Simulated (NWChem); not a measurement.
System: CH₆O₂Si; SMILES C[SiH](O)O

```xyz
10

Si     0.3339     0.0672     0.0000
C     -0.1941    -1.7065     0.0000
O     -0.2825     0.7531    -1.3867
O     -0.2825     0.7531     1.3867
H      1.8219     0.2533     0.0000
H     -1.2934    -1.7679     0.0000
H      0.1786    -2.2283     0.8940
H      0.1786    -2.2283    -0.8940
H      0.0624     1.6096    -1.6512
H      0.0624     1.6096     1.6512
```
Atoms are numbered in this order, from 1.

Program: NWChem. Pople sets run with spherical d functions. Geometry: optimised at PBE0/def2-SVP. Vertical excitations in the gas phase.

**Question.** What does the run give for Hartree-Fock/6-31G*, CIS? Quantities: lowest excitation, singlet (eV); oscillator strength of that lowest state; lowest state with f > 0.02, singlet (eV); oscillator strength of that bright state; orbital gap (eV).

**Answer.** 
```
Item                                      Value
----------------------------------------  -----
lowest excitation, singlet (eV)            9.85
oscillator strength of that lowest state  0.012
lowest state with f > 0.02, singlet (eV)   9.95
oscillator strength of that bright state  0.062
orbital gap (eV)                          16.69
```
